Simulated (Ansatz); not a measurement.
`N[Si]1(F)CO1` + H₂ → `F[SiH]1CO1` + NH₃ at 600 K and 1 bar (hydrogenolysis of the Si–N bond).

Program: Ansatz. Geometries: PBE0-D4/def2-TZVP. ΔE: electronic, gas phase. CCSD(T)/CBS adds triple-zeta CCSD(T) − MP2 to the extrapolated MP2 energy (def2 sets, frozen cores). This one scheme is used for every species. One conformer a species, not always the lowest.

```json
{"species": "`N[Si]1(F)CO1`", "CCSD(T)/CBS energy (Eh)": "-559.29942", "H − E (kJ/mol)": "213.6", "S (J/(mol·K))": "404.6"}
{"species": "H₂", "CCSD(T)/CBS energy (Eh)": "-1.17544", "H − E (kJ/mol)": "43.9", "S (J/(mol·K))": "150.8"}
{"species": "`F[SiH]1CO1`", "CCSD(T)/CBS energy (Eh)": "-503.94479", "H − E (kJ/mol)": "152.2", "S (J/(mol·K))": "347.1"}
{"species": "NH₃", "CCSD(T)/CBS energy (Eh)": "-56.50880", "H − E (kJ/mol)": "112.4", "S (J/(mol·K))": "219.5"}
```

H − E and S are ideal-gas, rigid-rotor, harmonic terms from PBE0-D4/def2-TZVP, for one conformer and one mirror image of each species. The MP2-based limit puts H₂ 0.8 mEh under its directly extrapolated value; such offsets cancel only in part. 1 Eh = 2625.50 kJ/mol, R = 8.31446 J/(mol·K).

By hand: ΔE, ΔH, ΔS and ΔG.

ΔE = (-503.94479) + (-56.50880) − (-559.29942) − (-1.17544) = 0.02127 Eh = 55.8 kJ/mol. Δ(H − E) = 152.2 + 112.4 − 213.6 − 43.9 = 7.1, so ΔH = 62.9 kJ/mol. ΔS = 347.1 + 219.5 − 404.6 − 150.8 = 11.2 J/(mol·K). ΔG = 62.9 − 600 × (11.2)/1000 = 56.2 kJ/mol.

By hand: the equilibrium constant, and the temperature at which ΔG would vanish if ΔH and ΔS stayed fixed.

log₁₀ K = −ΔG/(RT ln 10) = -4.9. ΔG = 0 at ΔH/ΔS = 5616 K, far beyond where these terms or the molecules hold.

The number of gas molecules stays the same, so ΔS is small and ΔH decides. A doubt of 5 kJ/mol in ΔE shifts log₁₀ K by 0.4 here. Other conformers and mirror images would add mixing entropy, several J/(mol·K) or more a flexible species. These are equilibria of isolated gas molecules and say nothing of rates. Largest T1 diagnostic: 0.013 (customary marks: 0.02 for closed shells, 0.045 for open ones).
